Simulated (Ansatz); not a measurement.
K4⁺ (the lowest doublet isomer of a short search). The state is a doublet with charge 1. Geometry B3LYP/def2-TZVP, basis def2-TZVP, Ansatz.

```csv
atom,x (Å),y (Å),z (Å)
K1,4.047,-0.638,0.662
K2,-0.320,-2.020,-0.285
K3,0.324,2.038,0.169
K4,-4.051,0.620,-0.546
```

| run | HOMO (eV) | LUMO (eV) |
| --- | --- | --- |
| A | -5.58 | -4.29 |
| B | -6.22 | -3.79 |
| C | -5.64 | -3.93 |
| D | -5.22 | -4.25 |
| E | -5.31 | -4.99 |

The structure comes from a short search, and lower isomers may exist.

HOMO and LUMO are taken over both spins.

Q: The runs used CAM-B3LYP, LDA (SPW92), PBE0, r2SCAN, r2SCAN0. Estimate which is which.

A: A PBE0 (25 % exact exchange); B CAM-B3LYP (range-separated); C r2SCAN0 (25 % exact exchange); D r2SCAN (0 % exact exchange); E LDA (SPW92) (0 % exact exchange). Exact exchange lowers occupied and raises empty levels; among semilocal functionals meta-GGAs tend to open the gap a little, and such runs are hard to tell apart. The gap grows from 0.32 eV (LDA (SPW92)) to 2.43 eV (CAM-B3LYP). At r2SCAN0/def2-TZVP, r2SCAN/def2-TZVP the charge 1 doublet is spin-contaminated (final ⟨S²⟩ up to 0.86, 0.75 for a pure state).
